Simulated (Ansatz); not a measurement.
`C[Si](C)(C)O[Si](C)(C)O[Si](C)(C)O[Si](C)(C)O[Si](C)(C)O[Si](C)(C)O[Si](C)(C)C` with charge +1. Charge 1, multiplicity 2. Geometry PBE-D4/def2-SVP, that of the neutral singlet; atoms count from 1.

Cartesian coordinates in Å:
```
C 4.669 -0.876 4.377
Si 3.129 -0.691 3.305
C 1.635 -0.243 4.364
C 3.405 0.594 1.952
O 2.823 -2.201 2.611
Si 2.563 -2.975 1.151
C 3.944 -2.612 -0.066
C 2.383 -4.803 1.530
O 1.143 -2.414 0.450
Si -0.372 -1.839 0.859
C -0.991 -2.714 2.404
C -1.469 -2.057 -0.636
O -0.195 -0.198 1.212
Si -1.042 1.218 1.503
C -2.200 0.961 2.964
C 0.208 2.579 1.801
O -1.928 1.639 0.146
Si -3.369 1.669 -0.708
C -3.666 3.447 -1.231
C -4.767 0.975 0.334
O -3.235 0.685 -2.051
Si -2.395 0.424 -3.482
C -2.956 -1.229 -4.156
C -2.744 1.842 -4.670
O -0.757 0.325 -3.168
Si 0.658 1.235 -2.981
C 1.482 1.361 -4.676
C 0.239 2.957 -2.325
C 1.754 0.316 -1.762
H 4.524 -1.664 5.144
H 5.548 -1.159 3.761
H 4.911 0.072 4.901
H 1.453 -1.018 5.137
H 0.734 -0.172 3.724
H 1.778 0.729 4.881
H 3.534 1.609 2.382
H 4.312 0.361 1.356
H 2.534 0.620 1.266
H 3.964 -1.532 -0.318
H 4.933 -2.895 0.349
H 3.791 -3.174 -1.010
H 3.319 -5.215 1.960
H 1.570 -4.965 2.268
H 2.139 -5.378 0.614
H -1.099 -3.804 2.224
H -0.271 -2.574 3.236
H -1.976 -2.323 2.732
H -1.022 -1.519 -1.496
H -2.486 -1.647 -0.477
H -1.559 -3.131 -0.899
H -2.941 0.163 2.755
H -1.628 0.665 3.867
H -2.759 1.889 3.202
H -0.303 3.550 1.958
H 0.831 2.362 2.692
H 0.883 2.683 0.928
H -2.787 3.843 -1.778
H -3.835 4.097 -0.349
H -4.551 3.528 -1.895
H -5.722 1.004 -0.229
H -4.568 -0.083 0.602
H -4.901 1.550 1.272
H -4.048 -1.229 -4.349
H -2.433 -1.469 -5.104
H -2.734 -2.033 -3.426
H -3.828 1.911 -4.895
H -2.204 1.699 -5.628
H -2.427 2.814 -4.241
H 0.823 1.882 -5.404
H 2.436 1.925 -4.619
H 1.705 0.352 -5.082
H 1.165 3.528 -2.102
H -0.347 3.544 -3.062
H -0.352 2.875 -1.390
H 2.732 0.826 -1.643
H 1.270 0.253 -0.767
H 1.945 -0.722 -2.101
```

Single mean-field runs in def2-SVP are fitted with def2-universal-jkfit.

(1) Estimate the Mulliken populations of the heavy atoms from the PBE0/def2-SVP orbitals of Ansatz.

(2) Where does the spin sit?

(3) And the Mayer bond orders between heavy atoms (over 0.3)?

## Answers

(1) 
```
atom  charge (e)  spin (α − β)
  C1       -0.33          0.02
 Si2        0.72          0.00
  C3       -0.38          0.00
  C4       -0.38          0.05
  O5       -0.60          0.07
 Si6        0.90          0.00
  C7       -0.36          0.05
  C8       -0.35          0.06
  O9       -0.59          0.08
Si10        0.88          0.00
 C11       -0.36          0.07
 C12       -0.36          0.05
 O13       -0.63          0.04
Si14        0.89          0.00
 C15       -0.36          0.02
 C16       -0.34          0.01
 O17       -0.61          0.03
Si18        0.89          0.00
 C19       -0.36          0.04
 C20       -0.35          0.03
 O21       -0.59          0.06
Si22        0.89          0.00
 C23       -0.34          0.04
 C24       -0.36          0.08
 O25       -0.60          0.09
Si26        0.72          0.01
 C27       -0.34          0.04
 C28       -0.40          0.01
 C29       -0.38          0.07
```
Mulliken values depend strongly on the basis.

(2) Summed by element: C 0.63, Si 0.00, O 0.37, H 0.00, of 1 unpaired in all. Largest on single atoms: O25 0.09, O9 0.08, C24 0.08.

(3) C1–Si2 1.00 (1.89 Å); Si2–C3 1.01 (1.89 Å); Si2–C4 0.98 (1.89 Å); Si2–O5 0.94 (1.69 Å); O5–Si6 1.02 (1.67 Å); Si6–C7 0.98 (1.88 Å); Si6–C8 0.98 (1.88 Å); Si6–O9 0.97 (1.68 Å); O9–Si10 0.99 (1.67 Å); Si10–C11 0.99 (1.88 Å); Si10–C12 1.01 (1.87 Å); Si10–O13 0.93 (1.69 Å); O13–Si14 0.93 (1.68 Å); Si14–C15 1.02 (1.88 Å); Si14–C16 1.03 (1.87 Å); Si14–O17 0.98 (1.67 Å); O17–Si18 0.97 (1.68 Å); Si18–C19 1.00 (1.88 Å); Si18–C20 1.00 (1.88 Å); Si18–O21 1.00 (1.67 Å); O21–Si22 0.99 (1.68 Å); Si22–C23 1.00 (1.87 Å); Si22–C24 0.97 (1.88 Å); Si22–O25 0.97 (1.67 Å); O25–Si26 0.94 (1.69 Å); Si26–C27 1.00 (1.89 Å); Si26–C28 1.01 (1.89 Å); Si26–C29 0.97 (1.88 Å).
